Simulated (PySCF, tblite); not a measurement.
C6H7N3.
Bonds: C1–C2 (triple), C2–C3, C3–N4 (aromatic), N4–C5 (aromatic), C5–C6, C5–N7 (aromatic), N7–C8, N7–N9 (aromatic), C3–N9 (aromatic). Hydrogens: H10 on C1; H11, H12, H13 on C6; H14, H15, H16 on C8.

Structure optimised with GFN2-xTB, isolated species.

Entries marked ? are missing. Bonds in one row agree within 0.01 Å.

| coordinate | value |
| --- | --- |
| C1≡C2 | ? |
| C2–C3 | ? |
| C3–N4 | 1.359 Å |
| N4–C5 | 1.312 Å |
| C5–C6 | 1.479 Å |
| C5–N7 | ? |
| N7–C8 | 1.432 Å |
| N7–N9 | ? |
| C3–N9 | 1.322 Å |
| C1–H10 | 1.049 Å |
| C6–H11, C6–H12, C6–H13 | 1.088 Å |
| C8–H14, C8–H15, C8–H16 | 1.091 Å |
| C1–C2–C3 | 179.1° |
| C2–C3–N4 | 123.2° |
| C2–C3–N9 | ? |
| N4–C3–N9 | ? |
| C3–N4–C5 | 103.9° |
| N4–C5–C6 | 126.8° |
| N4–C5–N7 | 109.6° |
| C6–C5–N7 | ? |
| C5–N7–C8 | 129.1° |
| C5–N7–N9 | 109.3° |
| C8–N7–N9 | 121.5° |
| C3–N9–N7 | 103.9° |

Q: Estimate the withheld lengths and angles.

A: 
- C1≡C2 = 1.200 Å, drawn triple (terminal alkyne carbon to alkyne carbon); 0.18 Å below the sum of covalent radii, 1.38 Å.
- C2–C3 = 1.408 Å, drawn single (alkyne carbon to substituted aromatic carbon); 0.01 Å below the sum of covalent radii, 1.42 Å.
- C5–N7 = 1.354 Å, aromatic (substituted aromatic carbon to pyrrole-type nitrogen); 0.09 Å below the sum of covalent radii, 1.44 Å.
- N7–N9 = 1.337 Å, aromatic (pyrrole-type nitrogen to pyridine-type nitrogen); 0.08 Å below the sum of covalent radii, 1.42 Å.
- C2–C3–N9 = 123.6°, at the substituted aromatic carbon; the outer atoms are 2.406 Å apart.
- N4–C3–N9 = 113.2°, at the substituted aromatic carbon, inside a 5-membered ring; the outer atoms are 2.238 Å apart.
- C6–C5–N7 = 123.6°, at the substituted aromatic carbon; the outer atoms are 2.498 Å apart.

Radii are Cordero's, carbon taken as 0.76, 0.73 or 0.69 Å for four, three, and two or fewer neighbours.

Its GFN2-xTB frequencies are all real (lowest 95 cm⁻¹).

These are computed values.
